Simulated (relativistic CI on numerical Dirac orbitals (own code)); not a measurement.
**Charge states of strontium**

Calculated at this level of theory: Dirac-Coulomb-Breit CI, separate exchange-only KLI orbitals for each configuration, model QED (radiative potential, 1s self-energy scaled to tabulated hydrogen-like ionisation energies), valence Slater integrals scaled by 0.9 (own radial code, finite nucleus).

Each species is treated in one configuration, given outside its closed core. Radial values are for the open shell of highest l, unscaled and averaged over j; ζ includes the Breit term. Labels give the leading LS character, summed over repeated terms.

| Ion | Configuration | Its lowest level | LS weight (%) | g_J | g√(J(J+1)) | ζ (cm⁻¹) | Next level | E (cm⁻¹) |
| --- | --- | --- | --- | --- | --- | --- | --- | --- |
| Sr²⁴⁺ | 3s²3p² | ³P0 | 84 |  | 0.00 | 83160 | ³P1 | 93848 |
| Sr²⁵⁺ | 3s²3p | ²P°1/2 | 100 | 0.662 | 0.57 | 85310 | ²P°3/2 | 128230 |
| Sr²⁶⁺ | 3s² | ¹S0 | 100 |  | 0.00 |  |  |  |
| Sr²⁷⁺ | 3s | ²S1/2 | 100 | 1.998 | 1.73 |  |  |  |
| Sr²⁸⁺ | 2s²2p⁶ | ¹S0 | 100 |  | 0.00 |  |  |  |
| Sr²⁹⁺ | 2s²2p⁵ | ²P°3/2 | 100 | 1.326 | 2.57 | 377800 | ²P°1/2 | 567980 |
| Sr³⁰⁺ | 2s²2p⁴ | ³P2 | 76 | 1.374 | 3.36 | 388400 | ¹S0 | 179300 |
| Sr³¹⁺ | 2s²2p³ | J = 3/2 (mixed) | 41 | 1.489 | 2.88 | 399300 | ²D°3/2 | 492000 |
| Sr³²⁺ | 2s²2p² | ³P0 | 78 |  | 0.00 | 410400 | ³P1 | 515900 |
| Sr³³⁺ | 2s²2p | ²P°1/2 | 100 | 0.654 | 0.57 | 421700 | ²P°3/2 | 633850 |
| Sr³⁴⁺ | 2s² | ¹S0 | 100 |  | 0.00 |  |  |  |
| Sr³⁵⁺ | 2s | ²S1/2 | 100 | 1.990 | 1.72 |  |  |  |
| Sr³⁶⁺ | 1s² | ¹S0 | 100 |  | 0.00 |  |  |  |
